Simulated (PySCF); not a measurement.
CHBClF₃, SMILES FC(F)(F)BCl.

The structure is a stationary point at PBE-D3(BJ)/def2-SVP. The structure was generated by enumeration, and PubChem lists no compound with its InChIKey, so it may never have been made.

Computed with PBE-D3(BJ)/def2-SVP run with PySCF.

Frequencies are harmonic and unscaled.

```tsv
mode	ν (cm⁻¹)	IR (km/mol)	moving atoms (share of kinetic energy)
1	20	0.8	F 51 %, Cl 19 %, B 18 %, H 9 %
2	162	1.2	F 55 %, Cl 34 %
3	267	0.5	F 43 %, H 27 %, B 24 %
4	308	0.5	F 60 %, Cl 32 %
5	496	5.1	F 82 %
6	503	2.1	F 90 %
7	603	30.5	F 52 %, B 34 %, C 9 %
8	769	12.4	F 59 %, B 31 %
9	801	21.1	H 55 %, B 39 %
10	877	34.7	H 46 %, B 32 %, Cl 14 %
11	1046	260.8	H 36 %, B 29 %, C 19 %, F 14 %
12	1077	230.2	C 72 %, F 28 %
13	1151	153.9	C 68 %, F 19 %, H 10 %
14	1317	48.7	C 65 %, B 23 %, F 10 %
15	2631	72.1	H 91 %, B 9 %
```
